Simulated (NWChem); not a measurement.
System: SiH₂SF₂; SMILES F[SiH](S)F

```xyz
6

Si     0.0185     0.4794     0.3041
F     -1.3401     1.1405    -0.2205
F      1.2445     1.2787    -0.3478
S     -0.0327    -1.5454    -0.3533
H      0.1226     0.6274     1.7673
H      1.1529    -1.8784     0.2040
```
Atoms are numbered in this order, from 1.

STO-3G and 3-21G are far too small for this property and stand as cheap habits. Coordinates come from a B3LYP/6-31G* (spherical d) optimisation.

Task: Give the principal values of the shielding tensors (ppm) of Si1, F2, F3, S4 from Hartree-Fock/STO-3G, GIAO (NWChem), with their diamagnetic and paramagnetic parts as GIAO splits them.

Result: 
| atom | σ11 | σ22 | σ33 | isotropic | diamagnetic | paramagnetic |
|---|---|---|---|---|---|---|
| Si1 | 515.2 | 583.3 | 593.1 | 563.9 | 866.8 | -302.9 |
| F2 | 421.1 | 630.3 | 679.9 | 577.1 | 457.1 | 120.0 |
| F3 | 421.0 | 620.2 | 673.1 | 571.4 | 457.4 | 114.0 |
| S4 | 833.2 | 954.3 | 1135.3 | 974.3 | 1043.8 | -69.5 |
